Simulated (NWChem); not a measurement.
SiHOF, singlet; SMILES O[Si]F

```xyz
4

Si     0.6240     0.0017     0.0000
F     -0.4315    -1.2591     0.0000
O     -0.4337     1.2762     0.0000
H     -1.3841     1.0985     0.0000
```
Atoms are numbered in this order, from 1.

Computed with NWChem. Low-valent species are run as closed-shell singlets; no triplet was tried in these runs. Coordinates come from a PBE0/def2-SVP optimisation. Ions are spin-unrestricted doublets at the neutral geometry; other ion states weren't tried.

For level r2SCAN/def2-SVPD:

- −ε(HOMO) (eV): 7.01

### Question
How do the values read with level PBE/def2-SVPD instead?

### Answer
| Item | Result |
|---|---|
| −ε(HOMO) (eV) | 6.82 |
